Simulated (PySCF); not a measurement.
Run record: excited-state job, `CN1C=C(SCF)C=N1`.

Method: TDDFT PBE0/def2-SVPD, vertical, gas phase, core orbitals frozen in the response (PySCF 2.14.0, density-fitted response routines). Geometry: GFN2-xTB. The command runs a driver script over a list of jobs; the input below is this job's line of settings and its coordinates in Å.

Command:
```bash
OMP_NUM_THREADS=1 python probes_run.py task.json out
```

Input:
```
{"job": {"kind": "uv", "xc": "PBE0", "basis": "def2-SVPD", "nstates": 6, "ntriplets": 2}, "charge": 0, "multiplicity": 1}
C      3.012226     0.213136     0.225290
N      1.593328     0.007742     0.253370
C      0.729952     0.098719    -0.776478
C     -0.520842    -0.187358    -0.264778
S     -2.024521    -0.238558    -1.177812
C     -3.209525     0.113384     0.149592
F     -3.446144    -0.968468     0.942460
C     -0.300452    -0.442673     1.098873
N      0.978782    -0.310158     1.384590
H      3.248546     1.234056    -0.081056
H      3.487473    -0.484251    -0.467058
H      3.389506     0.040006     1.230762
H      1.035829     0.342033    -1.772641
H     -2.824395     0.915142     0.784448
H     -4.151956     0.389748    -0.329018
H     -1.005405    -0.713556     1.857977
```

Estimate the output.

```
coarse grid: 14608 points
cycle   1  E = -801.1272971292  dE =  1.546e+00  |g| = 5.261e-01  |ddm| = 7.420e+00
cycle   2  E = -801.0630256245  dE =  6.427e-02  |g| = 8.032e-01  |ddm| = 1.907e+00
cycle   3  E = -801.1843166719  dE = -1.213e-01  |g| = 8.882e-02  |ddm| = 1.072e+00
cycle   4  E = -801.1854860362  dE = -1.169e-03  |g| = 5.508e-02  |ddm| = 2.575e-01
cycle   5  E = -801.1861934102  dE = -7.074e-04  |g| = 1.320e-02  |ddm| = 1.183e-01
cycle   6  E = -801.1862289176  dE = -3.551e-05  |g| = 3.929e-03  |ddm| = 3.354e-02
cycle   7  E = -801.1862318357  dE = -2.918e-06  |g| = 1.602e-03  |ddm| = 1.052e-02
final grid: 138984 points
cycle   8  E = -801.2721502592  dE = -4.087e-05  |g| = 8.615e-03  |ddm| = 1.312e-01
cycle   9  E = -801.2721404243  dE =  9.835e-06  |g| = 1.074e-02  |ddm| = 3.785e-02
cycle  10  E = -801.2721686755  dE = -2.825e-05  |g| = 1.286e-03  |ddm| = 1.970e-02
cycle  11  E = -801.2721689968  dE = -3.212e-07  |g| = 3.922e-04  |ddm| = 2.595e-03
cycle  12  E = -801.2721690286  dE = -3.187e-08  |g| = 1.211e-04  |ddm| = 1.075e-03
cycle  13  E = -801.2721690320  dE = -3.353e-09  |g| = 3.651e-05  |ddm| = 3.285e-04
cycle  14  E = -801.2721690323  dE = -3.015e-10  |g| = 1.434e-05  |ddm| = 1.185e-04
converged SCF energy = -801.2721690323

Static polarisability (au): isotropic 95.075, principal 65.137 89.908 130.181

Singlet excitations
state   eV       nm        f      main configurations
  1   5.3379    232.3   0.02210   H->L+1 0.90
  2   5.5466    223.5   0.10320   H->L 0.93
  3   6.0119    206.2   0.00770   H->L+2 0.89
  4   6.2654    197.9   0.04188   H->L+3 0.82
  5   6.3948    193.9   0.03386   H->L+4 0.81, H-1->L 0.09
  6   6.6296    187.0   0.01572   H->L+5 0.85

Triplet excitations (Tamm-Dancoff, eV): 4.3682 4.8832
```

The SCF starts on a coarse grid where the log names one; the energy can jump when the final grid takes over, and dE then counts from the start density on the new grid. H and L stand for HOMO and LUMO; the number after each pair is its weight.

Which computed singlet has the largest oscillator strength, and what do all of them sum to?

State 2 at 5.55 eV (224 nm), f = 0.103; the 6 states sum to 0.224.

Summary of the converged run: HOMO -6.36 eV, LUMO 0.07 eV; lowest singlet 5.34 eV; lowest triplet 4.37 eV (Tamm–Dancoff); mean polarisability 95.1 au.

Estimate the wall time. Hardware: one thread, Arm Neoverse V1 (aarch64), shared host. And the peak memory of the process?

About 83 s, with 0.99 GiB resident at the peak, the Python interpreter and its libraries included.

One conformer stands for the species.
Labels such as C1 count atoms from 1, the log's own numbers from 0.
